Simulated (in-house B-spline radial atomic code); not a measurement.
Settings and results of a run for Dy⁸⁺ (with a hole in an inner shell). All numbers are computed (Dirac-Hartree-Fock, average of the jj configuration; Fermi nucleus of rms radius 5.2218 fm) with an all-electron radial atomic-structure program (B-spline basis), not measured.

In the input, a minus or plus after the letter marks the j = l - 1/2 or j = l + 1/2 subshell.

Command:
```bash
python run_scf.py task.json out
```
Settings (nuclear radius in fm, mass in u):
```
Z                66
configuration    1s2 2s2 2p6 3s2 3p6 3d-4 3d+5 4s2 4p6 4d10 4f9 5s2 5p2
hamiltonian      dirac
method           hf
spin_polarised   False
nucleus          fermi
rms_radius       5.2218
atomic_mass      163.92918
speed_of_light   137.035999084
```

Output (hartree, bohr):
```
 radial grid: 66 intervals, B-splines of order 8, outer radius 16.6667 bohr

 iter        energy (Eh)    residual
    1      -12028.485961    1.68e+00
    2      -12065.857434    1.57e+00
    3      -12094.486620    3.46e-01
    4      -12096.331280    1.15e-01
    5      -12096.410266    3.76e-02
    6      -12096.429437    1.61e-02
    7      -12096.432860    8.70e-04
    8      -12096.432864    1.97e-04
    9      -12096.432865    1.17e-05
   10      -12096.432865    5.80e-07

 total energy                    -12096.43286
 kinetic                           13272.9079
 electron-nucleus                 -29535.0920
 electron-electron                  4165.7512

 first-order corrections (not in the total)
   Gaunt                            12.8317
   retardation                      -1.3495
   frequency dependence             -0.1847
   self-energy                       9.1036
   Uehling                          -1.5142
   Wichmann-Kroll                    0.0503
   recoil                            0.0260

 orbital      occ     eigenvalue          <r>       <r^2>       <1/r>     <1/r^2>       r_max    small
 1s1/2      2.000     -1995.5149    0.0211146 0.000609299     74.5522     12787.9     0.01338  6.07e-02
 2s1/2      2.000      -342.5234    0.0890911  0.00943478      17.888      1643.3     0.07612  1.35e-02
 2p1/2      2.000      -325.4110    0.0744296  0.00685559     17.8158      519.23     0.05747  1.35e-02
 2p3/2      4.000      -295.8002    0.0814034   0.0080663     15.6196     332.591     0.06344  1.25e-02
 3s1/2      2.000       -82.5956     0.232297   0.0618034     6.58369     362.111      0.2145  4.39e-03
 3p1/2      2.000       -75.2236     0.222211   0.0574504      6.4894     115.722      0.2022  4.32e-03
 3p3/2      4.000       -68.7506     0.235283   0.0642106     5.92658     75.1398      0.2146  4.03e-03
 3d3/2      4.000       -56.4350      0.20771   0.0506934     5.80046     42.0637      0.1699  3.89e-03
 3d5/2      5.000       -55.0239     0.213363   0.0535771     5.63476     39.3407      0.1737  3.78e-03
 4s1/2      2.000       -21.0946     0.524354      0.3101     2.74504     86.6065      0.4903  1.39e-03
 4p1/2      2.000       -18.0618     0.534814    0.325205     2.63605     27.0768      0.4936  1.31e-03
 4p3/2      4.000       -16.6011     0.562768    0.359856     2.45465     17.8502      0.5191  1.22e-03
 4d3/2      4.000       -11.5875     0.588341    0.400224      2.2497     9.14483      0.5217  1.05e-03
 4d5/2      6.000       -11.2935     0.597848    0.414167     2.22491     8.88194      0.5319  1.05e-03
 4f5/2      3.857        -5.3153      0.68533    0.571075     1.80772     4.12552      0.5086  7.22e-04
 4f7/2      5.143        -5.2505     0.694798    0.586774     1.78246      4.0076      0.5154  7.05e-04
 5s1/2      2.000        -6.2069      1.19296     1.58431     1.11706     16.8943       1.107  3.38e-04
 5p1/2      0.667        -5.3379      1.27679     1.81944     1.03451     5.10484       1.178  2.99e-04
 5p3/2      1.333        -5.0824      1.33483     1.98611    0.978752     3.45659       1.235  2.78e-04
```

Time taken, with all properties: 1.4 s on 1 thread of Arm Neoverse V1 (shared host).

For the Dirac Hamiltonian the kinetic term is c α·p + (β - 1)c².
